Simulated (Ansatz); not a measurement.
The cluster Al7H, relaxed as a singlet with RKS B3LYP-D4/def2-SVP in Ansatz, starting from the GFN1-xTB geometry. Force threshold 0.02 eV/Å.

The restricted singlet is unstable towards broken spin symmetry in Hartree–Fock (as tested in another run); at B3LYP-D4/def2-SVP this wasn't settled. The structure comes from a short search, and lower isomers may exist.

Start:

```csv
atom,x (Å),y (Å),z (Å)
Al1,1.151,2.294,0.596
Al2,-1.507,0.272,0.403
Al3,0.690,0.121,1.861
Al4,-0.806,-1.359,-1.454
Al5,-0.876,2.302,-1.114
Al6,0.909,-2.293,0.375
Al7,-0.480,0.710,-3.051
H8,0.919,-2.046,2.384
```

**Question.** Estimate the energy that the relaxation releases and the steps that it takes.

**Answer.** 1.14 eV, in 18 steps; 41 s on 4 threads of Arm Neoverse V1 on a shared host. No frequencies were taken in this run, so the end may be a saddle point.

**Question.** Does the start keep its bonding?

**Answer.** Bonds formed: Al1–Al2, Al2–Al6, Al2–Al7, Al3–H8 (atoms count from 1).

**Question.** Predict the relaxed structure.

**Answer.** 
```tsv
atom	x (Å)	y (Å)	z (Å)
Al1	0.8196	2.2800	0.5648
Al2	-1.0106	0.1875	0.1011
Al3	1.0899	-0.0858	1.4967
Al4	0.1038	-1.6564	-1.5824
Al5	-1.2450	2.6768	-0.9416
Al6	-0.3038	-2.2920	0.8796
Al7	-0.5742	0.6717	-2.4320
H8	1.1203	-1.7817	1.9138
```
Bond lengths (bridged metal pairs left out): 12 × Al–Al 2.54 to 2.82 Å; 1 × Al–H 1.75 Å.
